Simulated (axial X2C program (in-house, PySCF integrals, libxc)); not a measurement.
# Nuclear properties of SiSe⁺

Computed with an axial X2C code built on PySCF integrals: two-component X2C with atomic mean-field Coulomb and Gaunt terms, Gaussian nuclei, basis Se dyall-cv3z, Si dyall-v3z with contracted cores.

R = 2.209 Å (near the PBE0 minimum at charge 1 of the determinant lowest at the starting distance; the state shown can have its own minimum elsewhere).

Determinant lowest in the PBE0 search, Ω = 3/2 (⟨Sz⟩ = 0.50, ⟨Lz⟩ = 1.00 at PBE0), spin on the atoms Se 0.45, Si 0.05:

```
    level  Eeff magnitude (GV/cm)  Ws magnitude Se (kHz)  A∥/gI Se (MHz)  qzz Se (a.u.)  A∥/gI Si (MHz)  qzz Si (a.u.)
     PBE0                   0.233                 0.0548             344          -2.49            32.2          -1.80
       HF                   0.536                  0.138             334          -1.95            32.1          -2.06
    PBE50                    0.29                 0.0706             346          -2.25            30.3          -1.89
BHandHLYP                   0.258                 0.0613             364          -2.27            30.5          -1.94
    B3LYP                   0.194                 0.0439             369          -2.56              33          -1.83
```

Determinant 0.17 eV from it at PBE0 and this distance, Ω = 1/2 (⟨Sz⟩ = -0.46, ⟨Lz⟩ = 0.96 at PBE0), spin on the atoms Se -0.45, Si -0.01:

```tsv
level	Eeff magnitude (GV/cm)	Ws magnitude Se (kHz)	Ws magnitude Si (kHz)	A∥/gI Se (MHz)	qzz Se (a.u.)	A∥/gI Si (MHz)	qzz Si (a.u.)
PBE0	0.368	0.311	0.0348	1880	-2.46	151	-1.71
HF	0.782	0.526	0.167	1640	-1.79	197	-1.84
PBE50	0.414	0.35	0.0378	1890	-2.33	133	-1.81
BHandHLYP	0.49	0.412	0.0399	1870	-2.32	134	-1.85
B3LYP	0.44	0.366	0.039	1820	-2.42	161	-1.72
```

Eeff is the effective electric field on the electron electric dipole moment in this Ω state and Ws the scalar–pseudoscalar constant of the nucleus named (defined with the proton number Z and per Ω); A∥ (defined per Ω) follows by multiplying with gI = μI/(I μN); qzz is the electric field gradient, eQq0 = 234.96 MHz × Q/barn × qzz. The operators were transformed with the bare-nucleus X2C matrices; with these basis sets, hyperfine constants and field gradients can be off by tens of per cent, and where levels differ in sign neither size nor sign is settled.

Question: With gI(77Se) = 1.0701, gI(29Si) = -1.1106 (g factors from the IAEA table of nuclear moments by Stone), turn the PBE0 values of the first state into constants in MHz.

Answer: A∥(77Se) = 344 × 1.0701 = 368 MHz; A∥(29Si) = 32.2 × -1.1106 = -35.8 MHz.

Each state is one determinant with collinear spin. Unrestricted Hartree–Fock can overshoot spin polarisation at the nuclei. Where Eeff spreads by more than a factor of two the levels disagree and none is to be relied on. The search compared states at one distance, so a state with another bond length can lie lower. The sign of Ws at Si differs between levels in the first state. PBE0 term energies can be off by some tenths of an eV.
